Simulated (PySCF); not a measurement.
Identify the unknown among the candidates.

All candidates are C5H14Si2.

* 13C NMR: chemical shifts (computed TMS as zero) by class: 144.5 (1 C), 139.3 (1 C), 13.9 (1 C), 1.8 (1 C), -10.8 (1 C) ppm [GIAO PBE0/pcSseg-1]
* Dipole: 0.12 D [PBE0/pcSseg-1]
* Rotational structure: rotational constants A, B, C: 2.424, 0.970, 0.820 GHz [GFN2-xTB]
* 1H NMR: chemical shifts (computed TMS as zero) by class: 6.57 (1 H), 6.37 (1 H), 6.12 (1 H), 4.44 (1 H), 4.44 (1 H), 4.38 (1 H), 4.27 (1 H), 1.28 (3 H), 0.36 (1 H), 0.10 (3 H) ppm [GIAO PBE0/pcSseg-1]
* NMR, other nuclei: isotropic shieldings of nuclei other than C and H, by class: 388 (1 Si), 394 (1 Si) ppm [GIAO PBE0/pcSseg-1]

Electronic properties: PySCF, gas phase, density fitting. Levels stand in brackets. The structure is a single GFN2-xTB conformer in the gas phase; no vibrational or solvent corrections. GFN2-xTB frequencies show an imaginary mode (32i cm⁻¹), so this geometry is no minimum at that level. NMR classes are plain means over equivalent atoms (diastereotopic ones count apart unless rotation or inversion swaps them), as if these changed places fast.

Task: Which candidate is it?
A. `CC(C)/C=C/[SiH2][SiH3]`
B. `C=CC[SiH2]C[SiH2]C`
C. `C=C[SiH2][C@@H](C)[SiH2]C`
D. `C=C[SiH2][Si@@H](C)CC`

Result: C. It is `C=C[SiH2][C@@H](C)[SiH2]C`. Numbering: `[CH2:1]=[CH:2][SiH2:3][C@@H:4]([CH3:5])[SiH2:6][CH3:7]`. Its formula, C5H14Si2, gives 1 degree of unsaturation: 0 rings and 1 π bond in the structure found. 5 carbons fall into 5 classes; from least to most shielded: terminal =CH2 carbon [C1] (144.5 ppm), alkene CH carbon [C2] (139.3 ppm), methyl carbon [C5] (13.9 ppm), sp3 carbon bound to silicon [C4] (1.8 ppm), Si-methyl carbon [C7] (-10.8 ppm). Hydrogen classes from least to most shielded: 1 H on a terminal =CH2 carbon, C1 (6.57 ppm), 1 H on an alkene CH carbon, C2 (6.37 ppm), 1 H on a terminal =CH2 carbon, C1 (6.12 ppm), 1 H on an SiH2 silicon, Si3 (4.44 ppm), 1 H on an SiH2 silicon, Si6 (4.44 ppm), 1 H on an SiH2 silicon, Si3 (4.38 ppm), 1 H on an SiH2 silicon, Si6 (4.27 ppm), 3 H on a methyl carbon, C5 (1.28 ppm), 1 H on an sp3 carbon bound to silicon, C4 (0.36 ppm), 3 H on an Si-methyl carbon, C7 (0.10 ppm). The other shieldings belong to: 388 ppm, SiH2 silicon [Si6]; 394 ppm, SiH2 silicon [Si3]. The optimised geometry has point group C1 and is an asymmetric top.

The others, at the same levels:
- `C=C[SiH2][Si@@H](C)CC` fails: its computed 13C shifts are 142.4 (1 C), 139.4 (1 C), 11.7 (1 C), 10.2 (1 C), -7.3 (1 C) ppm, 1H shifts are 6.39 (1 H), 6.32 (1 H), 6.20 (1 H), 4.33 (1 H), 4.30 (1 H), 4.15 (1 H), 1.04 (3 H), 0.83 (1 H), 0.80 (1 H), 0.21 (3 H) ppm and rotational constant A is 2.869 GHz (against 2.424 GHz).
- `C=CC[SiH2]C[SiH2]C` fails: its computed 13C shifts are 143.2 (1 C), 119.5 (1 C), 22.0 (1 C), -4.0 (1 C), -9.3 (1 C) ppm, 1H shifts are 6.23 (1 H), 5.32 (1 H), 5.21 (1 H), 4.30 (2 H), 4.28 (2 H), 1.75 (2 H), 0.20 (3 H), -0.10 (2 H) ppm and rotational constant A is 2.851 GHz (against 2.424 GHz).
- `CC(C)/C=C/[SiH2][SiH3]` fails: it has 4 carbon classes against 5; its computed 13C shifts are 168.7 (1 C), 123.1 (1 C), 43.7 (1 C), 24.9 (2 C) ppm, 1H shifts are 6.34 (1 H), 5.78 (1 H), 4.28 (2 H), 3.39 (3 H), 2.20 (1 H), 1.05 (6 H) ppm and rotational constant A is 3.815 GHz (against 2.424 GHz).

Each candidate is one conformer, not necessarily the lowest. The conformers computed, where there is a choice (atom-mapped SMILES and torsion angles):
- `[CH2:1]=[CH:2][SiH2:3][C@@H:4]([CH3:5])[SiH2:6][CH3:7]`: C1–C2–Si3–C4 -171°, C2–Si3–C4–C5 171°, Si3–C4–Si6–C7 -65°
- `[CH2:1]=[CH:2][SiH2:3][Si@@H:4]([CH3:5])[CH2:6][CH3:7]`: C1–C2–Si3–Si4 -110°, C2–Si3–Si4–C5 89°, Si3–Si4–C6–C7 -56°
- `[CH2:1]=[CH:2][CH2:3][SiH2:4][CH2:5][SiH2:6][CH3:7]`: C1–C2–C3–Si4 101°, C2–C3–Si4–C5 55°, C3–Si4–C5–Si6 57°, Si4–C5–Si6–C7 173°
- `[CH3:1][CH:2]([CH3:3])/[CH:4]=[CH:5]/[SiH2:6][SiH3:7]`: C1–C2–C4–C5 120°, C4–C5–Si6–Si7 112°
